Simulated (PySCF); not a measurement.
Isomers of C2H7OPSi, one GFN2-xTB conformer each. Single-point energies are computed at PBE0/pcSseg-1 (PySCF, gas phase, no added dispersion term), electronic only.

**Question.** Rank them by PBE0/pcSseg-1 energy, lowest first (kJ/mol).
A. `[CH2:1]=[CH:2][Si@@H:3]([OH:4])[PH2:5]` with C1–C2–Si3–O4 11°, C2–Si3–O4–H 69°, C2–Si3–P5–H 159° and 66°
B. `O=[P@@H]1C[C@@H]1[SiH3]`

**Answer.** A (0.0), B (148.0).

As drawn, the lower has an O–H bond, an Si–O bond and a C=C bond outside aromatic rings, which the higher lacks; the higher has a three-membered ring and a P=O bond, which the lower lacks. GFN2-xTB itself gives, in the same order: 0.0, 13.6. Both levels put the same isomer lowest.

**Question.** Which frontier levels, dipoles and rotational constants go with these structures?

**Answer.** 
```csv
SMILES,"HOMO (eV, PBE0/pcSseg-1)",LUMO (eV),dipole (D),"A, B, C (MHz)"
C=C[Si@@H](O)P,-7.36,-0.55,0.90,"4558, 1929, 1515"
O=[P@@H]1C[C@@H]1[SiH3],-7.28,0.61,3.71,"5512, 2211, 1811"
```
